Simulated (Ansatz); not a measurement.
Reaction (atomization): `FC(F)(F)CO[Si](Cl)(Cl)OCC(F)(F)F` → 4 C• + 2 Cl• + 6 F• + 4 H• + 2 O• + Si•

Program: Ansatz. Geometries: PBE0-D4/def2-TZVP. ΔE: electronic, gas phase. CBS: MP2 limit from def2 TZ/QZ plus the TZ coupled-cluster correction, frozen cores. This one scheme is used for every species, atoms too. DFT in def2-TZVPP. No spin–orbit coupling; open shells (•) take unrestricted orbitals. Spin–orbit coupling would lower the free atoms: a little for C, Cl, F, O, Si. One conformer a species, not always the lowest.

CCSD(T)/CBS gives +7900.7 kJ/mol.

(1) Another level gave +7878.7 kJ/mol. Which?
A. CAM-B3LYP-D4/def2-TZVPP
B. BLYP-D4/def2-TZVPP
C. PBE-D4/def2-TZVPP
D. r2SCANh-D4/def2-TZVPP

Largest T1 diagnostic among the species: 0.012.

Answers

(1) B. BLYP-D4 7878.7, r2SCANh-D4 7872.6, PBE-D4 8195.9, CAM-B3LYP-D4 7930.8 kJ/mol.

Leaving LDA and LC-ωPBE aside and taking each functional with its dispersion term where it has one, the values, not all of them listed here, spread over 722.6 kJ/mol, from BHLYP-D4 to PBE-D4. LDA lies +1339.5 kJ/mol from PBE without D4, its usual overbinding. At CCSD(T), def2-SVP lies −466.4 kJ/mol from the extrapolated value and def2-TZVPP −239.6 kJ/mol: correlation converges slowly with the basis, and small sets miss more of it in the bonded molecule than in its fragments.

For atomizations the MP2-based limit and the directly extrapolated one differ by several kJ/mol either way, and by 10 to 25 for some Ge, Se and Sn compounds, so smaller differences from it don't rank the levels.
